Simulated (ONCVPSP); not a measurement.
Configuration tests for Zn (Z = 30) (ONCV)

Zn, optimised norm-conserving Vanderbilt (ONCV), made with ONCVPSP 4.0.1 (PBE, fully relativistic). Core [Ne] 3s2, reference 3p6 3d10 4s2. Waves: 4s: rc 1.60 bohr, ncon 4, nbas 7, qcut 3.8 1/bohr, 3 projectors, debl 0.4 Ha; 3p: rc 0.75 bohr, ncon 5, nbas 10, qcut 9.3 1/bohr, 3 projectors, debl 0.5 Ha; 3d: rc 1.30 bohr, ncon 4, nbas 8, qcut 14.1 1/bohr, 2 projectors, debl 1.6 Ha; f scattering state at 0.43 Ha: rc 1.60 bohr, ncon 4, nbas 8, qcut 7.5 1/bohr, 2 projectors, debl 3.6 Ha. Local part: polynomial inside 0.50 bohr (lpopt 5, dvloc0 -1 Ha). Core correction: Teter function, fcfact 2.75, rcfact 1.2.

Open shells are filled in proportion to 2j + 1.

In the p channel the program set the typed energies aside and used -3.027, 0.250, 0.750 Ha (j = l + 1/2; the other j can differ).

Energies are relative to the spin-unpolarised reference configuration 3p6 3d10 4s2; without spin polarisation the order of configurations can differ from experiment.

| valence configuration | charge | ΔE all-electron (eV) | error AE − PS (meV) |
| --- | --- | --- | --- |
| 3p6 3d10 4s0 | +2 | 28.332 | -22 |
| 3p6 3d9 4s2 4p1 | 0 | 12.243 | -7.3 |

Question: What are ΔE and the potential's error for 3p6 3d10 4s1?

Answer: ΔE = 9.889 eV all-electron; the error (AE − PS) is -3.8 meV.

Question: What are ΔE and the potential's error for 3p6 3d9 4s0?

Answer: ΔE = 68.865 eV all-electron; the error (AE − PS) is +91 meV.

Levels in the configuration 3p6 3d10 4s0:

| level | all-electron (eV) | pseudo (eV) |
| --- | --- | --- |
| 3p j=3/2 | -103.285 | -103.115 |
| 3p j=1/2 | -106.339 | -106.161 |
| 3d j=5/2 | -30.709 | -30.637 |
| 3d j=3/2 | -31.072 | -31.000 |

Note: ghosts flagged at negative energy: s at -137.7 eV, p3/2 at -432.1 eV, f7/2 at -47.7 eV, p1/2 at -674.9 eV, f5/2 at -24.8 eV; GHOST(+) flagged for s at 105.6 eV, s at 396.6 eV. A true bound ghost makes a file unfit for plane-wave use.
